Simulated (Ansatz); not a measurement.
PbH4 (H4Pb), 5 atoms. Hardware: 4 threads of Intel Xeon on a shared host.

In the def2 sets Pb takes a core potential; there is no spin–orbit coupling. Correlated methods freeze 4 core orbitals; core or outer-core shells of Pb are correlated, in sets that lack core-valence functions.

Question: How many basis functions does each of these Ansatz runs have, and roughly what does it cost? PBE0-D4/def2-TZVP, charge 0 triplet at the geometry of the charge 0 singlet, energy; HSE06-D4/def2-TZVP, charge 0 singlet, energy, from earlier orbitals; B97M-V/def2-TZVP, charge 0 singlet, energy, from earlier orbitals; PBE-D4/def2-TZVP, charge 1 doublet, energy, from earlier orbitals; PBE0-D4/def2-TZVP, charge 0 singlet, energy and forces, from earlier orbitals; CCSD(T)/def2-TZVPP, charge 0 singlet, energy, from earlier orbitals; PBE0-D4/def2-SVP, charge 0 singlet, energy, from earlier orbitals; PBE-D4/def2-TZVP, charge 1 doublet at the geometry of the charge 0 singlet, energy, from earlier orbitals; PBE0-D4/def2-TZVP, charge 1 doublet, energy, from earlier orbitals; PBE0-D4/def2-TZVP, charge 0 singlet, relaxation, 3 steps; PBE0-D4/def2-TZVP, charge 1 doublet at the geometry of the charge 0 singlet, energy; PBE-D4/def2-TZVP, charge 0 triplet at the geometry of the charge 0 singlet, energy, from earlier orbitals.

Answer: Other jobs shared the machine, so times can vary by a factor of up to 3. A dash marks memory too small to be measured apart from the calling script's.

```csv
run,functions,fitting or Cholesky vectors,wall time,peak host memory (GiB)
"PBE0-D4/def2-SVP, charge 0 singlet, energy, from earlier orbitals",46,551,2.6 s,–
"HSE06-D4/def2-TZVP, charge 0 singlet, energy, from earlier orbitals",74,606,2.7 s,–
"PBE0-D4/def2-TZVP, charge 1 doublet, energy, from earlier orbitals",74,606,3.1 s,–
"PBE0-D4/def2-TZVP, charge 0 singlet, energy and forces, from earlier orbitals",74,606,3.9 s,–
"PBE-D4/def2-TZVP, charge 1 doublet, energy, from earlier orbitals",74,558,3.9 s,–
"B97M-V/def2-TZVP, charge 0 singlet, energy, from earlier orbitals",74,558,5.5 s,–
"PBE-D4/def2-TZVP, charge 0 triplet at the geometry of the charge 0 singlet, energy, from earlier orbitals",74,558,6 s,–
"PBE0-D4/def2-TZVP, charge 0 triplet at the geometry of the charge 0 singlet, energy",74,606,7 s,–
"PBE-D4/def2-TZVP, charge 1 doublet at the geometry of the charge 0 singlet, energy, from earlier orbitals",74,558,8 s,–
"PBE0-D4/def2-TZVP, charge 0 singlet, relaxation, 3 steps",74,606,12 s,–
"CCSD(T)/def2-TZVPP, charge 0 singlet, energy, from earlier orbitals",106,775,13 s,–
"PBE0-D4/def2-TZVP, charge 1 doublet at the geometry of the charge 0 singlet, energy",74,606,30 s,–
```
